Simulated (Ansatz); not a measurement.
Reaction (substitution at a C–C bond): `FCC1CO1` + `[OH][GeH3]` → `[GeH3][O]C1CO1` + `CF`

Calculated with Ansatz (gas phase, PBE0-D4/def2-TZVP geometries, no zero-point term in ΔE). CCSD(T)/CBS adds triple-zeta CCSD(T) − MP2 to the extrapolated MP2 energy (def2 sets, frozen cores). This one scheme is used for every species. DFT in def2-TZVPP. For Ge outer-core shells are correlated without core-valence functions, which leaves a few kJ/mol of doubt a bond. Scalar relativity is left out up to krypton. Each species was taken in one conformer, which may not be the lowest.

`FCC1CO1`:

```xyz
10

F    -0.648    1.967   -0.542
C    -0.006    0.806   -0.928
C    -0.442   -0.326   -0.051
C     0.326   -0.693    1.132
O     0.420   -1.450   -0.065
H     1.075    0.953   -0.842
H    -0.261    0.613   -1.974
H    -1.505   -0.560   -0.076
H    -0.172   -1.193    1.958
H     1.212   -0.118    1.389
```

`[OH][GeH3]`:

Z-matrix (Å, degrees):
```
Ge
O 1 1.783
H 1 1.531 2 104.3
H 1 1.541 2 109.9 3 119.6
H 1 1.541 2 109.9 3 -119.6
H 2 0.959 1 112.7 3 180.0
```

`[GeH3][O]C1CO1`:

```xyz
11

Ge    0.449   -1.127   -1.405
O     0.774   -0.653    0.290
C     0.411    0.602    0.700
C    -0.936    0.876    1.199
O     0.190    0.732    2.067
H     1.018   -2.542   -1.508
H    -1.070   -1.082   -1.643
H     1.167   -0.139   -2.341
H     1.003    1.407    0.259
H    -1.644    0.052    1.235
H    -1.361    1.876    1.147
```

`CF`:

Z-matrix (Å, degrees):
```
C
F 1 1.376
H 1 1.092 2 109.1
H 1 1.092 2 109.1 3 -120.0
H 1 1.092 2 109.1 3 120.0
```

| level | ΔE (kcal/mol) |
| --- | --- |
| ωB97X-V | 7.1 |
| CCSD/CBS(def2) | 8.4 |

(1) What does CCSD(T)/CBS give? (Estimate.)

Largest T1 diagnostic among the species: 0.012.

## Answers

(1) Ansatz gave: +8.2 kcal/mol. The listed levels differ from it by -1.1, 0.2 kcal/mol.

The D4 term adds −0.7 kcal/mol with B3LYP and −0.4 kcal/mol with PBE0; it sums over pairs of atoms, weighted by their polarisabilities, and B3LYP, whose exchange is more repulsive, gets the larger term.

B3LYP here is the variant with VWN-RPA as its local correlation; programs differ in this.
